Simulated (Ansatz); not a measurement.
## Nudged elastic band run: H11C20O

Input file:

```yaml
crystal:
  lattice:
    - [5.048742, 0.0, 0.0]
    - [0.0, 5.048742, 0.0]
    - [0.0, 0.0, 17.835561]
  atoms:
    - { symbol: H, position: [0.4277868, 0.0, 0.0560678] }
    - { symbol: H, position: [0.0722132, 0.0, 0.0560678] }
    - { symbol: H, position: [0.9277868, 0.0, 0.0560678] }
    - { symbol: H, position: [0.5722132, 0.0, 0.0560678] }
    - { symbol: H, position: [0.4277868, 0.5, 0.0560678] }
    - { symbol: H, position: [0.0722132, 0.5, 0.0560678] }
    - { symbol: H, position: [0.9277868, 0.5, 0.0560678] }
    - { symbol: H, position: [0.5722132, 0.5, 0.0560678] }
    - { symbol: C, position: [0.25, 0.0, 0.091654] }
    - { symbol: C, position: [0.75, 0.0, 0.091654] }
    - { symbol: C, position: [0.25, 0.5, 0.091654] }
    - { symbol: C, position: [0.75, 0.5, 0.091654] }
    - { symbol: C, position: [0.25, 0.25, 0.1416945] }
    - { symbol: C, position: [0.75, 0.25, 0.1416945] }
    - { symbol: C, position: [0.25, 0.75, 0.1416945] }
    - { symbol: C, position: [0.75, 0.75, 0.1416945] }
    - { symbol: C, position: [0.00023644, 0.25195512, 0.18758431] }
    - { symbol: C, position: [0.49952071, 0.25122865, 0.18781935] }
    - { symbol: C, position: [3.056e-05, 0.75006152, 0.19525961] }
    - { symbol: C, position: [0.5000753, 0.74967038, 0.19550818] }
    - { symbol: C, position: [0.00017731, 0.01523944, 0.24190638] }
    - { symbol: C, position: [0.50072861, 0.01427881, 0.24289737] }
    - { symbol: C, position: [0.00080204, 0.4846652, 0.24216369] }
    - { symbol: C, position: [0.4994232, 0.48407199, 0.24217432] }
    - { symbol: C, position: [0.24972769, 0.08933217, 0.28827697] }
    - { symbol: C, position: [0.75105411, 0.09583757, 0.28313528], spin: 0.31 }
    - { symbol: C, position: [0.25016313, 0.41256244, 0.28724419] }
    - { symbol: C, position: [0.75021893, 0.41135908, 0.28747567] }
    - { symbol: H, position: [0.25155744, 0.49388072, 0.34447577] }
    - { symbol: H, position: [0.74877405, 0.49348944, 0.34478063] }
    - { symbol: O, position: [0.25132837, 0.97803041, 0.3604453] }
    - { symbol: H, position: [0.06657826, 0.98199779, 0.37722624] }
magnetization:
  spin_polarized: true
basis:
  ecutwfc: 420.0
kpoints:
  mp_grid: { grid: [3, 3, 1] }
hamiltonian:
  xc: pbesol
  pseudopotentials: { kind: paw, azcp: { folder: soft_1 } }
scf:
  occupations: { method: gaussian, width: 0.05 }
  lower_state_search: "off"
neb:
  images: 5
  f_tol: 0.05
  initial_path: idpp
  max_iterations: 46
  constraints: [{ sites: [0, 1, 2, 3, 4, 5, 6, 7, 8, 9, 10, 11, 12, 13, 14, 15] }]
  final_atoms:
    - { symbol: H, position: [0.42778688, 0.0, 0.05606776] }
    - { symbol: H, position: [0.07221316, 0.0, 0.05606776] }
    - { symbol: H, position: [0.92778692, 0.0, 0.05606776] }
    - { symbol: H, position: [0.5722132, 0.0, 0.05606776] }
    - { symbol: H, position: [0.42778688, 0.50000004, 0.05606776] }
    - { symbol: H, position: [0.07221316, 0.50000004, 0.05606776] }
    - { symbol: H, position: [0.92778692, 0.50000004, 0.05606776] }
    - { symbol: H, position: [0.5722132, 0.50000004, 0.05606776] }
    - { symbol: C, position: [0.25000002, 0.0, 0.09165397] }
    - { symbol: C, position: [0.75000006, 0.0, 0.09165397] }
    - { symbol: C, position: [0.25000002, 0.50000004, 0.09165397] }
    - { symbol: C, position: [0.75000006, 0.50000004, 0.09165397] }
    - { symbol: C, position: [0.25000002, 0.25000002, 0.14169445] }
    - { symbol: C, position: [0.75000006, 0.25000002, 0.14169445] }
    - { symbol: C, position: [0.25000002, 0.75000006, 0.14169445] }
    - { symbol: C, position: [0.75000006, 0.75000006, 0.14169445] }
    - { symbol: C, position: [0.0059592, 0.25132904, 0.18935056] }
    - { symbol: C, position: [0.49403806, 0.25133879, 0.1893519] }
    - { symbol: C, position: [-0.00525624, 0.74890506, 0.19343033] }
    - { symbol: C, position: [0.50526954, 0.74892791, 0.19343061] }
    - { symbol: C, position: [-0.00192554, 0.00778887, 0.2430034] }
    - { symbol: C, position: [0.50194933, 0.00782372, 0.2429951] }
    - { symbol: C, position: [-0.00027603, 0.49100905, 0.24170764] }
    - { symbol: C, position: [0.50025869, 0.49108207, 0.24171472] }
    - { symbol: C, position: [0.25003598, 0.00481827, 0.29144243] }
    - { symbol: C, position: [0.74999948, 0.09523343, 0.28325465] }
    - { symbol: C, position: [0.24997857, 0.4973643, 0.28832137] }
    - { symbol: C, position: [0.75000445, 0.4119508, 0.28749841] }
    - { symbol: H, position: [0.2497137, 0.66655295, 0.32549002] }
    - { symbol: H, position: [0.75001591, 0.49083287, 0.34503965] }
    - { symbol: O, position: [0.25007933, 1.00302435, 0.36023332] }
    - { symbol: H, position: [0.25015947, 1.34997081, 0.33224973] }
  order_check: true
```

Command:

```bash
$ ansatz run input.yaml --threads 4 --pin off --max-ram 10240MiB --backend cpu --events-out ev --progress --plain --runs-dir out
```

Output, in part (warnings, iteration lines):

```
NEB end point (image 0): max|allowed force component| = 1.883e-2 eV/Å (the criterion of neb.relax_end_points is 1.000e-2)
NEB end point (image 6): max|allowed force component| = 2.092e-2 eV/Å (the criterion of neb.relax_end_points is 1.000e-2)
NEB iter   1: max|band force component| = 4.609e0 eV/Å  barrier→ = 3.6950 eV  barrier← = 2.4838 eV  Δτ_max = 0.2000 Å  (94 SCF iters)
NEB iter   2: max|band force component| = 2.904e0 eV/Å  barrier→ = 2.9012 eV  barrier← = 1.6901 eV  Δτ_max = 0.2000 Å  (44 SCF iters)
NEB iter   3: max|band force component| = 2.245e1 eV/Å  barrier→ = 2.7493 eV  barrier← = 1.5382 eV  Δτ_max = 0.1025 Å  (44 SCF iters)
NEB iter   4: max|band force component| = 1.503e0 eV/Å  barrier→ = 2.2019 eV  barrier← = 0.9908 eV  Δτ_max = 0.1294 Å  (40 SCF iters)
NEB iter   5: max|band force component| = 7.249e-1 eV/Å  barrier→ = 2.1705 eV  barrier← = 0.9593 eV  Δτ_max = 0.1008 Å  (37 SCF iters)
NEB iter   6: max|band force component| = 2.163e0 eV/Å  barrier→ = 2.0809 eV  barrier← = 0.8698 eV  CI = image 4  Δτ_max = 0.2000 Å  (35 SCF iters)
NEB iter   7: max|band force component| = 1.382e0 eV/Å  barrier→ = 2.6147 eV  barrier← = 1.4035 eV  CI = image 4  Δτ_max = 0.2000 Å  (37 SCF iters)
NEB iter   8: max|band force component| = 1.824e0 eV/Å  barrier→ = 2.6763 eV  barrier← = 1.4652 eV  CI = image 4  Δτ_max = 0.0990 Å  (38 SCF iters)
[... lines left out ...]
NEB iter   9: max|band force component| = 6.280e-1 eV/Å  barrier→ = 2.6642 eV  barrier← = 1.4531 eV  CI = image 4  Δτ_max = 0.0537 Å  (37 SCF iters)
NEB iter  10: max|band force component| = 1.479e-1 eV/Å  barrier→ = 2.6638 eV  barrier← = 1.4527 eV  CI = image 4  Δτ_max = 0.0581 Å  (34 SCF iters)
NEB iter  11: max|band force component| = 1.053e-1 eV/Å  barrier→ = 2.6620 eV  barrier← = 1.4509 eV  CI = image 4  Δτ_max = 0.0188 Å  (32 SCF iters)
```

The run converged. Neighbouring images differ by up to 1.8 eV, so the band resolves the path poorly. By the program's own check the climbing image is of a kind that is not told: the force calls were inconclusive, a negative curvature could not be distinguished from the path's own, the only one lies far off the path, or fixed occupations may fill a level only in part (lowest curvatures found: -20.20 and 1.67 eV/Å²). Limits of this set-up: coarse k mesh, thin slab, slab without dipole correction, PAW files made for another functional.

Final band (atoms are numbered from 1 in the order of the input):

```tsv
image	path coordinate (Å)	energy (eV)	C25–C27 (Å)	O31–H32 (Å)	C27–H32 (Å)
0	0.00	0.00	1.63	0.98	2.86
1	0.60	0.06	1.63	0.97	2.61
2	1.19	0.16	1.63	0.97	2.37
3	1.79	0.89	1.75	0.99	1.90
4	2.38	2.66	2.06	1.32	1.48
5	2.95	1.28	2.38	1.82	1.11
6	3.51	1.21	2.49	1.82	1.08
```

The run took 20 min on 4 threads of Arm Neoverse V2, on a shared host, peak memory 3.7 GiB.
